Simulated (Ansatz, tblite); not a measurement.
Removing and adding an electron: Ga3Sb3H12, a cluster cut from wurtzite GaSb (hydrogen-capped). Total charge 0; singlet. Geometry: PBE-D4/def2-SVP. Ansatz, gas phase; energy differences of separate SCF runs; the oxidised species was run as a doublet alone; the reduced species was run as a doublet alone.

```xyz
18

Sb   -1.445    1.809   -0.405
Ga    0.722    2.565    1.037
Sb    2.272    0.426    0.435
Ga   -2.794   -0.539   -0.306
Sb   -0.650   -2.153   -0.682
Ga    1.680   -2.205    0.700
H    -2.604    3.070   -0.277
H    -1.068    2.098   -2.056
H     1.349    3.850    0.373
H     0.317    2.393    2.552
H     2.830    0.651   -1.174
H     3.800    0.680    1.177
H    -3.731   -0.638   -1.570
H    -3.224   -0.732    1.199
H    -0.239   -2.053   -2.347
H    -1.233   -3.767   -0.752
H     1.283   -2.409    2.213
H     2.733   -3.048   -0.116
```

In the def2 sets Sb takes a core potential; there is no spin–orbit coupling. The xTB rows come from tblite. LC-ωPBE has ω = 0.4 bohr⁻¹.

```tsv
level	−HOMO (eV)	vertical IE (eV)	−LUMO (eV)	vertical EA (eV)	HOMO–LUMO gap (eV)	IE − EA (eV)
GFN1-xTB	10.63	12.52	6.64	4.76	3.98	7.76
GFN2-xTB	10.52	12.30	7.06	–	3.47	–
LC-ωPBE/def2-TZVP	9.67	9.04	-0.39	0.05	10.06	8.99
```

**Question.** Estimate the rows for PBE-D4/def2-TZVP, PBE0-D4/def2-TZVP.

**Answer.** 
| level | −HOMO (eV) | vertical IE (eV) | −LUMO (eV) | vertical EA (eV) | HOMO–LUMO gap (eV) | IE − EA (eV) | remarks |
| --- | --- | --- | --- | --- | --- | --- | --- |
| PBE-D4/def2-TZVP | 6.40 | – | 2.30 | 0.57 | 4.10 | – | HOMO above zero (-1 doublet) |
| PBE0-D4/def2-TZVP | 7.37 | 8.77 | 1.60 | 0.43 | 5.77 | 8.34 | HOMO above zero (-1 doublet) |

Relaxing the oxidised species (PBE-D4/def2-SVP) changes its energy by -0.69 eV at PBE0-D4/def2-TZVP, so the adiabatic ionisation energy to this nearest minimum is 8.08 eV.  Run but left out: PBE-D4/def2-TZVP (charge +1 doublet: an occupied level 0.13 eV above an empty one).   A HOMO above zero means that the electron is unbound at that level or that self-interaction error raises the level; the energy of removing that electron tells which. Raw xTB energy differences between charge states are shifted by several eV; the methods need an empirical correction for them. Sets without diffuse functions give affinities that are too small.
